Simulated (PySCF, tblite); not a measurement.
Isomers of C7H11S (doublet state), one GFN2-xTB conformer each. Single-point energies are computed at B3LYP/pcH-1 (PySCF, gas phase, no added dispersion term), electronic only. GFN2-xTB treats the open shell by occupation alone, and not every SCF solution was tested for stability.

**Question.** Rank them by B3LYP/pcH-1 energy, lowest first (kJ/mol).
A. `[CH2:1]=[CH:2]/[CH:3]=[C:4]\[CH2:5][CH2:6][S:7][CH3:8]` (doublet state) with C1–C2–C3–C4 -179°, C3–C4–C5–C6 1°, C4–C5–C6–S7 -176°, C5–C6–S7–C8 -71°
B. `[CH2:1][C:2](=[CH2:3])/[CH:4]=[CH:5]/[S:6][CH2:7][CH3:8]` (doublet state) with H–C1–C2–C3 -1° and 177°, C1–C2–C4–C5 -22°, C4–C5–S6–C7 167°, C5–S6–C7–C8 -75°
C. `[SH:1][CH2:2][C@@H:3]1[CH:4][C@H:5]2[CH2:6][C@H:7]2[CH2:8]1` (doublet state) with H–S1–C2–C3 -64°, S1–C2–C3–C4 -173°, C2–C3–C4–C5 -138°, C3–C4–C5–C6 -53°, C4–C5–C6–C7 95°, C5–C6–C7–C8 -97°
D. `[CH2:1]=[CH:2]/[C:3]=[CH:4]\[CH2:5][CH2:6][S:7][CH3:8]` (doublet state) with C3–C4–C5–C6 -115°, C4–C5–C6–S7 -176°, C5–C6–S7–C8 -74°
E. `[CH3:1][CH2:2][C:3]12[CH2:4][C:5]([CH2:6][S:7]1)[CH2:8]2` (doublet state) with C1–C2–C3–C4 -170°

**Answer.** B (0.0), C (31.0), D (54.3), E (77.6), A (97.5).

Neighbours under 21 kJ/mol apart (CCC12C[C](CS1)C2 and C=C/C=[C]\CCSC) can change places with a better method, another conformer or zero-point energy. GFN2-xTB itself gives, in the same order: 89.9, 0.0, 133.0, 27.5, 184.2. GFN2-xTB puts SC[C@@H]1[CH][C@H]2C[C@H]2C1 lowest instead; measured from each level's own lowest isomer, the values differ by up to 89.9 kJ/mol ([CH2]C(=C)/C=C/SCC: 89.9 against 0.0).

**Question.** What happens when harmonic zero-point energies from GFN2-xTB frequencies are added?

**Answer.** 
```json
{"SMILES": "[CH2]C(=C)/C=C/SCC", "ZPE (kJ/mol)": "403.3", "electronic (kJ/mol)": "0.0", "with ZPE (kJ/mol)": "0.0"}
{"SMILES": "SC[C@@H]1[CH][C@H]2C[C@H]2C1", "ZPE (kJ/mol)": "409.5", "electronic (kJ/mol)": "31.0", "with ZPE (kJ/mol)": "37.2"}
{"SMILES": "C=C/[C]=C\\CCSC", "ZPE (kJ/mol)": "402.3", "electronic (kJ/mol)": "54.3", "with ZPE (kJ/mol)": "53.3"}
{"SMILES": "CCC12C[C](CS1)C2", "ZPE (kJ/mol)": "420.9", "electronic (kJ/mol)": "77.6", "with ZPE (kJ/mol)": "95.2"}
{"SMILES": "C=C/C=[C]\\CCSC", "ZPE (kJ/mol)": "403.2", "electronic (kJ/mol)": "97.5", "with ZPE (kJ/mol)": "97.4"}
```

The zero-point energies span 18.6 kJ/mol. The order is unchanged.
